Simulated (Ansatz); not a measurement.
Ansatz (a quantum-chemistry and plane-wave program) input (wB97X-V/def2-TZVPD):

Ansatz 0.2 input:
```yaml
crystal:
  periodic: [false, false, false]
  atoms:
    - {symbol: Ta, position_ang: [0.08181399, -0.11521912, 0.10963422]}
    - {symbol: O, position_ang: [1.06644190, 0.21311962, -1.26050969]}
    - {symbol: F, position_ang: [-1.61155074, 0.74511541, 0.23119774]}
basis:
  gaussian:
    orbitals: def2-TZVPD
hamiltonian:
  xc: {name: wB97X-V}
total_charge: 1
magnetization: {spin_polarized: true, initial_magnetization: 1}
```

Output:

```
Functional definition: wB97X-V
integrals: 0.06 GiB planned
780 factors; their error is unknown
integrals: 0.09 GiB planned
193 factors; integrals over basis functions are off by at most 2.1e-5 eV
mean field: 0.71 GiB planned
mean field evaluation 1: about -6279.2250 eV, gradient 8.9e1 eV
mean field evaluation 2: about -5999.3010 eV, gradient 2.5e2 eV
mean field evaluation 4: about -6307.5062 eV, gradient 5.1e0 eV
mean field evaluation 8: about -6307.7549 eV, gradient 5.6e-1 eV
mean field evaluation 16: about -6307.8326 eV, gradient 1.4e-2 eV
mean field evaluation 32: about -6307.8326 eV, gradient 1.9e-5 eV
mean field -6307.83260535 eV, -231.8085726440 hartree, gradient 1.9e-5 eV, S^2 0.753487; 3 other end points of the search recorded, 0 dependent functions left out
reference -6307.83260417 eV, -231.8085726008 hartree; 15, 14 occupied and 108, 109 virtual orbitals, 780 factors
Total energy: -6307.83260417 eV, -231.8085726008 hartree
```

This state (charge 1, doublet) is run at the relaxed geometry of the species with charge 0 and multiplicity 3.
